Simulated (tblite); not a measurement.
Compound: C8H12BP.
Geometry (GFN2-xTB, Å), atoms numbered from 1 in this order:
```
atom  x, y, z in Å
C1    -0.8475    2.4888   -0.8589
C2    -0.6936    2.0958    0.2621
C3    -0.4867    1.5702    1.5864
P4     0.2109   -0.1830    1.5495
C5    -1.0643   -0.9634    0.6235
C6    -1.9487   -1.5828    0.0885
C7    -3.0049   -2.2853   -0.6068
B8     1.5785   -0.0437    0.2420
C9     1.7077   -1.1781   -0.8424
C10    2.6508    1.1079    0.3205
H11   -0.9952    2.8533   -1.8309
H12   -1.4337    1.5381    2.1332
H13    0.2172    2.1966    2.1423
H14   -3.8071   -1.5914   -0.8587
H15   -2.6202   -2.7262   -1.5271
H16   -3.4077   -3.0777    0.0249
H17    1.4801   -2.1647   -0.4388
H18    0.9624   -1.0046   -1.6209
H19    2.6791   -1.2236   -1.3306
H20    3.6570    0.6973    0.4100
H21    2.6455    1.6826   -0.6061
H22    2.5097    1.8134    1.1374
```

Method: GFN2-xTB as coded in tblite; computed harmonic values from a numerical Hessian at the method's own geometry, unscaled. This tight-binding method is rough: wavenumbers can miss measured ones by several per cent, in bad cases by 10 to 20. One conformer, not necessarily the lowest. The optimisation stopped once no atom felt more than 0.01 eV/Å.

Lowest wavenumbers of the output (negative numbers stand for imaginary wavenumbers):
```
mode    cm-1
  1     -50.6
  2      30.4
  3      39.1
  4      39.9
  5      59.3
  6      65.7
  7      84.5
  8     131.3
  9     162.2
 10     205.2
 11     247.5
 12     257.0
 13     268.8
 14     291.5
 15     295.3
```

Task: Is this structure a minimum?

Result: Not by this Hessian. 1 mode is imaginary beyond 20i (51i cm⁻¹), so at this level the point lies at or near a first-order saddle. The curvature is small, so loose convergence or finite differences may be the whole cause.

Task: Which atoms move in the imaginary mode?

Result: 51i: H21 (methyl hydrogen) 39 %, H20 (methyl hydrogen) 32 %, H22 (methyl hydrogen) 23 %. These are shares of the mass-weighted motion.

Task: What is the remedy?

Result: Step along that mode in both directions, optimise again with tighter thresholds and repeat the frequencies. The zero-point energy of this point (106.3 kcal/mol) counts the 59 real modes alone, and thermal corrections from it aren't those of a minimum.
